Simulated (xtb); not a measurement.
NbF₄, SMILES [F][Nb+]([F])([F])[F], charge +1, multiplicity 1. All values are semi-empirical tight-binding results from xtb (GFN2-xTB unless named), good for trends rather than for accurate numbers. Coordinates come from a GFN2-xTB optimisation. The spin state was assumed, not searched. The isomer is the one that the SMILES or the coordinates give; other isomers of the formula were not compared.

For metal compounds this method's bond lengths and energies can be far off.

The point group as xtb finds it comes out as Td. The orbital gap is 4.70 eV and the zero-point energy is 4.3 kcal/mol. The G − E(el) at 298.15 K (modified RRHO) is -14.0 kcal/mol.
